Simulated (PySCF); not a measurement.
## SiBH5SO5

SiBH5SO5 is a molecule drawn as a unit of a network glass or zeolite (built as: B3 Si, OH ends, S bridges), neutral, singlet. The structure, one conformer, was relaxed in the gas phase by PBE0-D3(BJ)/def2-SVP. No frequency run checks that it is a minimum.

SMILES: OB(O)S[Si](O)(O)O

```xyz
13

O    -1.437   -0.567   -1.851
Si   -1.411   -0.099   -0.276
O    -2.816   -0.601    0.418
O    -1.229    1.521   -0.177
S     0.187   -1.105    0.792
B     1.633   -0.070    0.374
O     2.895   -0.479    0.661
O     1.478    1.152   -0.225
H    -1.657   -1.488   -2.017
H    -2.950   -0.356    1.338
H    -0.298    1.787   -0.252
H     2.936   -1.358    1.048
H     2.328    1.569   -0.409
```
Atoms count from 1 in this order.

Shieldings: GIAO PBE0/pcSseg-1. Shifts are against computed references at the same level: H TMS (σ 31.27 ppm), Si TMS (σ 352.0 ppm). Core levels by delta-SCF with SCAN, pcX-2 on the ionised atom and pcseg-1 elsewhere, spin-free X2C (2p3/2 is the spin-free 2p value less a third of a first-order spin-orbit splitting); from the vacuum level, for chosen atoms.

(1) Give the shieldings and core levels atom by atom.

(2) Which of O1, O7, O8 holds its core electrons tightest, and by how much against the loosest?

(3) By CAM-B3LYP/def2-SVPD (TDDFT singlets, Tamm-Dancoff triplets, ionisation by delta-SCF), where does absorption start, and what does vertical ionisation take?

Answers

(1) 
```csv
atoms,bonded to,σ (ppm),δ (ppm),core level (eV)
O1,1 Si + 1 H,260.3,-,1s 538.73
Si2,3 O + 1 S,391.6,-39.6,-
O3,1 Si + 1 H,262.4,-,-
O4,1 Si + 1 H,255.5,-,-
S5,1 B + 1 Si,683.1,-,2p3/2 168.87
B6,2 O + 1 S,70.8,-,1s 198.20
O7,1 B + 1 H,196.2,-,1s 539.60
O8,1 B + 1 H,218.9,-,1s 539.82
H9,1 O,29.32,1.95,-
H10,1 O,29.26,2.01,-
H11,1 O,26.27,5.00,-
H12,1 O,27.23,4.04,-
H13,1 O,27.25,4.02,-
```

Values are those of this one static structure; atoms that internal rotation interchanges would show their mean in an NMR spectrum.

(2) O8 (bonded to 1 B + 1 H), by 1.09 eV over O1 (bonded to 1 Si + 1 H).

(3) The lowest singlet lies at 6.44 eV (f 0.029), the strongest of the first 6 at 7.67 eV (f 0.162), the lowest triplet at 6.24 eV; vertical ionisation takes 9.94 eV.
